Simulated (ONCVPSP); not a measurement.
**Potentials for Ag compared**

Generated with ld1.x 7.5 (TM, RRKJ, ultrasoft, PAW), atompaw 4.2 or ONCVPSP 4.0.1. The cutoff is in Ry: for ld1.x and atompaw files where the sum of valence levels is converged to 10 mRy in a Bessel basis, for ONCV files where the hardest occupied wave has 1 mHa per electron of residual kinetic energy. The error is the largest all-electron minus pseudo excitation energy over each file’s own four to seven test configurations (ionisations up to +4, promotions, holes and added fractions of an electron), all of which were solved. The labels leave out finer settings (local radius, basis sizes, second energies), which also bear on the numbers. Spin-polarised tests are not counted. The rows are a selection from randomly drawn settings: files with unsolved tests, undetermined cutoffs or missed reference levels are left out.

A true bound ghost makes a file unfit for plane-wave use even where its test errors are small: the radial tests pick states by their node count and pass the ghost by.

```csv
potential,cutoff (Ry),largest error (meV),bound ghosts
"ONCV, PBE, non-relativistic, rc 1.60/1.60/1.90 (spd), local smoothed, core correction yes, reference 4s2 4p6 4d10 5s1, qcut 8.7/9.2/8.2, projectors 3/2/2",49,+38,none
"ONCV, PBE, fully relativistic, rc 1.55/1.10/1.60 (spd), local smoothed, core correction yes, reference 4s2 4p6 4d8, qcut 6.8/8.2/11.6, projectors 2/2/2",108,-332,none
```

Q: Fill in the row for Ag: ONCV, PBE, scalar-relativistic, rc 1.45/1.25/1.60 (spd), local smoothed, core correction yes, reference 4s2 4p6 4d9, qcut 9.4/13.5/11, projectors 2/3/2.

A: cutoff 107 Ry, largest error -3.5 meV, bound ghosts: none.

Q: Fill in the row for Ag: ONCV, PBE, fully relativistic, rc 2.65/1.30/1.20 (spd), local smoothed, core correction yes, reference 4p6 4d10 5s1, qcut 2.6/10.9/8.6, projectors 2/2/2.

A: cutoff 79 Ry, largest error +16 meV, bound ghosts: s.

Q: Fill in the row for Ag: ONCV, PBEsol, scalar-relativistic, rc 1.25/1.15/1.40 (spd), local smoothed, core correction yes, reference 4s2 4p6 4d10 5s1, qcut 10.6/7.5/12.7, projectors 2/2/2.

A: cutoff 153 Ry, largest error -6.3 meV, bound ghosts: none.
